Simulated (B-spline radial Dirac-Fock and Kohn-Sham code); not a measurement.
Atomic SCF run for Ru

ΔSCF core binding energies without Breit or QED terms, calculated with a radial finite-basis atomic code. Keys: rel is the Hamiltonian (dirac, or spin-free x2c and nr, where L3 and M5 stand for the whole 2p and 3d shells), method is hf or an exchange,correlation pair (spin-unpolarised, also for the hole states), nuc the nuclear model, radius_factor scales its radius, rmax is the box in bohr, h the logarithmic mesh step, order the B-spline order, points the quadrature points per cell, c_factor scales the speed of light, and damp, ndamp, maxit and tol steer the iteration. The run stops when the commutator error falls below 10·tol·max(1, Z/10), or the numerical noise floor, and the energy has settled to about 1e-8 Ha; the virial ratio is −V/T.

Input (task.json):

```json
{"items": [{"Z": 44, "q": 0, "cfg": [[1, 0, 2], [2, 0, 2], [2, 1, 6], [3, 0, 2], [3, 1, 6], [3, 2, 10], [4, 0, 2], [4, 1, 6], [4, 2, 7], [5, 0, 1]], "A": 102, "rrms": 4.4809, "do": "settings", "holes": ["K", "L3", "M5"],
  "settings": [{"rel": "dirac", "method": "hf", "nuc": "fermi", "radius_factor": 1.0, "rmax": 45.0, "h": 0.3, "order": 8, "points": 10, "c_factor": 1.0, "maxit": 71, "damp": 0.97, "ndamp": 100, "tol": 1e-08}]}]}
```

Command: `python xray2_run.py task.json out`

Ground-state iterations:

```
iter   energy (Ha)        error
   1    -4522.13615325  1.54e+00
   2    -4525.76460634  3.77e-01
   3    -4526.02898072  3.59e-01
   4    -4526.27443201  3.41e-01
   5    -4526.50225796  3.25e-01
   6    -4526.71366839  3.09e-01
   7    -4526.90979129  2.93e-01
   8    -4527.09167855  2.78e-01
   9    -4527.26031130  2.64e-01
  10    -4527.41660473  2.50e-01
  11    -4527.56141268  2.37e-01
  12    -4527.69553184  2.25e-01
  13    -4527.81970561  2.13e-01
  14    -4527.93462778  2.02e-01
  15    -4528.04094579  1.91e-01
  23    -4528.64642460  1.24e-01
  31    -4528.96144215  8.34e-02
  39    -4529.12028554  5.43e-02
  47    -4529.19803324  3.43e-02
  55    -4529.23522108  2.10e-02
  63    -4529.25279875  1.25e-02
  71    -4529.26112285  9.18e-03
```

The ground state had not converged after 71 iterations, with total energy -4529.26112 Ha, virial ratio 1.96054 and highest orbital energy -5.75 eV. ΔSCF binding energies: K (1s) 22188.7 eV, L3 (2p3/2) 2851.8 eV, M5 (3d5/2) 287.8 eV (not all states converged, so these are not final).

**Question.** One setting is unsound. Which, and why?

**Answer.** damp is so close to 1 that the orbitals hardly move in each step. With the default settings (Dirac Hartree-Fock): The ground state converged in 11 iterations, with total energy -4529.26935 Ha, virial ratio 1.96079 and highest orbital energy -6.07 eV. ΔSCF binding energies: K (1s) 22188.6 eV, L3 (2p3/2) 2851.7 eV, M5 (3d5/2) 287.8 eV.
